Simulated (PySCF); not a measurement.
Cost of one run: geometry optimisation, `OC[C@H]1C[AsH]CC1`.

Method: PBE0-D3(BJ)/def2-SVP geometry optimisation, gas phase (PySCF 2.14.0). Work: geometry optimisation from a GFN2-xTB start shaken at random, density fitting. The input is one job of a driver script: a line of settings, then coordinates in Å.

Command:
```bash
OMP_NUM_THREADS=1 python probes_run.py task.json out
```

Input:
```
{"job": {"xc": "PBE0", "basis": "def2-SVP", "d3": "d3bj", "grid": 1, "shake": 0.01, "kind": "geom"}, "charge": 0, "multiplicity": 1}
O     -2.636540     0.554880     0.234010
C     -1.570810    -0.305410     0.334110
C     -0.432140     0.064080    -0.612360
C      0.740680    -0.970290    -0.550700
C      1.409470    -0.860350     0.787520
As     1.591530     1.097030     1.153810
C      0.183920     1.419270    -0.206060
H     -2.959040     0.578320    -0.685270
H     -1.242190    -0.216380     1.397380
H     -1.889590    -1.338450     0.154300
H     -0.825840     0.108550    -1.615330
H      1.424860    -0.750930    -1.341750
H      0.288990    -1.970530    -0.720990
H      2.365760    -1.351490     0.797080
H      0.809880    -1.324830     1.588680
H      2.729110     1.269500     0.171420
H      0.608230     1.941570    -1.072720
H     -0.623790     2.067420     0.201130
```

Hardware: one thread, Arm Neoverse V2 (aarch64), on a shared host. PySCF's memory limit was set to 2000 MB.

Problem. How large is the basis?

Solution. 171 functions.

Problem. What wall time should be expected on this hardware?

Solution. About 1.8 min. The run took 7 energy-and-gradient evaluations and 49 SCF cycles, 15 s an evaluation on average.

Problem. Estimate the peak memory.

Solution. About 0.74 GiB. Peak memory is the resident size of the whole Python process, interpreter and libraries included.

Other jobs ran on the host; a repeat could differ by tens of per cent or more.

The run converged: final energy -2507.19883 Eh after 6 steps; dipole 2.59 D.
